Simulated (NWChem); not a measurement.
Species: BNH anion

```xyz
3

B      0.0000     0.0000    -0.5878
N      0.0000     0.0000     0.6746
H      0.0000     0.0000    -1.7838
```
Atoms are numbered in this order, from 1.

Computed with NWChem. Sets without diffuse functions describe the anion's extra electron poorly. The geometry was optimised at B3LYP/def2-SVPD.

Q: Order these by “orbital gap (eV)”, lowest first: Hartree-Fock/cc-pVQZ; Hartree-Fock/cc-pVDZ; Hartree-Fock/aug-cc-pVTZ; Hartree-Fock/cc-pVTZ; Hartree-Fock/aug-cc-pVDZ.

A: Hartree-Fock/aug-cc-pVTZ (7.08), Hartree-Fock/aug-cc-pVDZ (7.86), Hartree-Fock/cc-pVQZ (11.95), Hartree-Fock/cc-pVTZ (13.13), Hartree-Fock/cc-pVDZ (14.33)
